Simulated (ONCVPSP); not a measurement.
# Configuration tests for xenon (ONCV)

```json
{
  "Element": "Xe",
  "Generator": "ONCVPSP 4.0.1",
  "Type": "optimised norm-conserving Vanderbilt (ONCV)",
  "Functional": "PBE",
  "Relativity": "fully relativistic",
  "Frozen core": "[Kr] 4d10",
  "Valence charge": "8",
  "Reference configuration": "5s2 5p6",
  "Partial waves": "5s: rc 1.40 bohr, ncon 4, nbas 7, qcut 4.5 1/bohr, 3 projectors, debl 2.9 Ha; 5p: rc 2.00 bohr, ncon 3, nbas 6, qcut 3.5 1/bohr, 3 projectors, debl 2.7 Ha; d scattering state at 0.29 Ha: rc 1.80 bohr, ncon 4, nbas 7, qcut 4.7 1/bohr, 2 projectors, debl 1.7 Ha",
  "Local potential": "polynomial inside 1.30 bohr (lpopt 5, dvloc0 4 Ha)",
  "Core correction": "Teter function fitted to the true core (icmod 2), fcfact 0.6"
}
```

Open shells are filled in proportion to 2j + 1.

Energies are relative to the spin-unpolarised reference configuration 5s2 5p6; without spin polarisation the order of configurations can differ from experiment.

```tsv
valence configuration	charge	ΔE all-electron (eV)	error AE − PS (meV)
5s2 5p5	+1	12.570	+0.8
5s2 5p5.5	+0.5	5.188	+0.6
```

Question: What are ΔE and the potential's error for 5s2 5p4?

Answer: ΔE = 34.356 eV all-electron; the error (AE − PS) is -3.4 meV.

Question: What are ΔE and the potential's error for 5s2 5p3?

Answer: ΔE = 66.118 eV all-electron; the error (AE − PS) is -23 meV.

Levels in the configuration 5s2 5p4:

```tsv
level	all-electron (eV)	pseudo (eV)
5s j=1/2	-39.272	-39.293
5p j=3/2	-26.148	-26.155
5p j=1/2	-27.687	-27.701
```

Note: ghosts flagged at negative energy: s at -198.9 eV, d5/2 at -37.1 eV, d3/2 at -37.0 eV; GHOST(+) flagged for p3/2 at 249.6 eV, p1/2 at 267.1 eV. A true bound ghost makes a file unfit for plane-wave use.
